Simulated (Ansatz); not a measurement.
Compare A (`C#C[SiH](Cl)OC`) with its isomer B (`C[SiH](Cl)C#CO`).

Computed with Ansatz on PBE0-D4/def2-TZVP structures; ΔE is electronic, products minus reactants. CBS: MP2 limit from def2 TZ/QZ plus the TZ coupled-cluster correction, frozen cores. DFT in def2-TZVPP. Each species was taken in one conformer, which may not be the lowest.

(1) Which is lower in electronic energy at CCSD(T)/CBS, and by how much? (Best estimate.)

(2) Give E(B) − E(A) in kJ/mol with CCSD(T)/def2-TZVPP, PBE0-D4, PBE-D4, HF/def2-TZVPP, MP2/def2-TZVPP, ωB97M-V, B2PLYP. (Best estimate.)

Largest T1 diagnostic: 0.012.

Answers

(1) Ansatz gave: A, by 92.1 kJ/mol.

(2) Computed: CCSD(T)/def2-TZVPP 91.1, PBE0-D4 65.7, PBE-D4 61.2, HF/def2-TZVPP 102.2, MP2/def2-TZVPP 89.5, ωB97M-V 82.7, B2PLYP 87.2. None reverses the order clearly.

The D4 term adds +3.1 kJ/mol with B3LYP and +1.8 kJ/mol with PBE0; it sums over pairs of atoms, weighted by their polarisabilities, and B3LYP, whose exchange is more repulsive, gets the larger term. From PBE to PBE0 (25 % exact exchange), in def2-TZVPP and without D4, E(B) − E(A) moves by +4.8 kJ/mol.

B3LYP here is the variant with VWN-RPA as its local correlation; programs differ in this.
